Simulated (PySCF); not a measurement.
Species: C4H4F3S (doublet state).
Z-matrix (Å and degrees, GFN2-xTB geometry), rows numbered from 1:
```
F 
C   1  1.3460
F   2  1.3387  1  106.53
F   2  1.3400  1  106.24  3  -113.42
C   2  1.5070  1  112.08  3   122.97
S   5  1.8260  2  112.65  1    61.65
C   5  1.4548  2  121.72  1   -87.68
C   7  1.4579  5   63.05  2  -106.53
H   6  1.3331  5   96.25  2   -51.70
H   7  1.0669  5  131.13  8  -124.69
H   8  1.0855  5  118.67  7   110.02
H   8  1.0835  5  116.34  7  -109.51
```

The hyperfine couplings belong to this conformer and change with its torsions.

Identity: `FC(F)(F)[C@]1(S)[CH]C1` [radical].

Method used: UKS B3LYP, pcH-1 on C F H S, non-relativistic, mean-field spin-orbit, GIAO in PySCF. Isolated species at its GFN2-xTB geometry (one conformer only). The geometry wasn't refined by DFT: couplings that depend on bond lengths, twists or pyramidal angles can differ widely from those at the functional's own minimum. No stability test was run, so a lower SCF solution isn't excluded.

(1) Break the g tensor into its mass correction, gauge correction and orbital-Zeeman/spin–orbit terms.

(2) What are the electron Larmor frequencies g μB B/h along the three axes at 340 mT?

(3) How much does each term add to the isotropic shift?

(4) In a frozen sample, at which fields do the three g values resonate at 9.5, 34, 94 and 263 GHz (hyperfine left aside), and which band first spreads them over more than twice a line width of 0.5 mT?

Answers

(1) 
```tsv
Δg (ppm)	1	2	3
relativistic mass correction	-158	-158	-158
gauge correction	28	5	12
orbital Zeeman/spin–orbit	153	582	1298
total	23	430	1153
```

So g = 2.00234, 2.00275, 2.00347 and g_iso = 2.00285; the tensor is rhombic: the two nearest values differ by 36 % of g3 − g1. 

(2) 9.5286, 9.5305, 9.5340 GHz for g1, g2 and g3, a range of 5.4 MHz.

(3) The orbital-Zeeman/spin–orbit term 678, the mass correction -158 and the gauge correction 15 ppm, for a total of 535 ppm. The orbital-Zeeman/spin–orbit term is the largest in size. The mass correction is the same along every axis, so the anisotropy comes from the other two: their spans along these axes are 23 (gauge) and 1146 ppm (orbital Zeeman/spin–orbit).

(4) 
```json
{"band": "X", "GHz": "9.5", "B(g3) mT": "338.79", "B(g2) mT": "338.91", "B(g1) mT": "338.98", "spread mT": "0.19"}
{"band": "Q", "GHz": "34.0", "B(g3) mT": "1212.51", "B(g2) mT": "1212.94", "B(g1) mT": "1213.19", "spread mT": "0.68"}
{"band": "W", "GHz": "94.0", "B(g3) mT": "3352.22", "B(g2) mT": "3353.43", "B(g1) mT": "3354.12", "spread mT": "1.89"}
{"band": "J", "GHz": "263.0", "B(g3) mT": "9379.10", "B(g2) mT": "9382.48", "B(g1) mT": "9384.39", "spread mT": "5.29"}
```

The spread grows in proportion to the frequency. W band is the first where it exceeds 1.0 mT.

The largest Mulliken spin populations are on C7 (+0.93) and S6 (+0.07). No atom but C7 exceeds +0.15. The angles at C7 add up to 327.0°, so it is pyramidal.

The HOMO–LUMO gaps are 6.62 eV among the α and 4.27 eV among the β orbitals.
